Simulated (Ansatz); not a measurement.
`[Cl][Ti]([Cl])([I])[I]` + HCl → `[Cl][Ti]([Cl])([Cl])[I]` + HI at 400 K and 1 bar (ligand exchange at a Ti–I bond).

Isolated molecules relaxed with PBE0-D4/def2-TZVP in Ansatz; ΔE leaves out vibrations. CBS: MP2 limit from def2 TZ/QZ plus the TZ coupled-cluster correction, frozen cores. This one scheme is used for every species. def2 core potentials past Kr. For I, Ti outer-core shells are correlated without core-valence functions, which leaves a few kJ/mol of doubt a bond. Scalar relativity is left out up to krypton.

```tsv
species	CCSD(T)/CBS energy (Eh)	H − E (kJ/mol)	S (J/(mol·K))
`[Cl][Ti]([Cl])([I])[I]`	-2363.60437	45.6	437.5
HCl	-460.38127	29.6	195.4
`[Cl][Ti]([Cl])([Cl])[I]`	-2525.94918	46.2	413.7
HI	-298.03592	25.7	215.0
```

H − E and S are ideal-gas, rigid-rotor, harmonic terms from PBE0-D4/def2-TZVP. 1 Eh = 2625.50 kJ/mol, R = 8.31446 J/(mol·K).

Task: By hand: ΔE, ΔH, ΔS and ΔG.

Result: ΔE = (-2525.94918) + (-298.03592) − (-2363.60437) − (-460.38127) = 0.00054 Eh = 1.4 kJ/mol. Δ(H − E) = 46.2 + 25.7 − 45.6 − 29.6 = -3.3, so ΔH = -1.9 kJ/mol. ΔS = 413.7 + 215.0 − 437.5 − 195.4 = -4.2 J/(mol·K). ΔG = -1.9 − 400 × (-4.2)/1000 = -0.2 kJ/mol.

Task: By hand: the equilibrium constant, and the temperature at which ΔG would vanish if ΔH and ΔS stayed fixed.

Result: log₁₀ K = −ΔG/(RT ln 10) = 0.0. ΔG = 0 at ΔH/ΔS = 452 K, though so small a ΔH makes that figure unsure.

TΔS isn't small against ΔH here. The sign of ΔG lies within the doubt. A doubt of 5 kJ/mol in ΔE shifts log₁₀ K by 0.7 here. These are equilibria of isolated gas molecules and say nothing of rates. Largest T1 diagnostic: 0.024 (customary marks: 0.02 for closed shells, 0.045 for open ones).
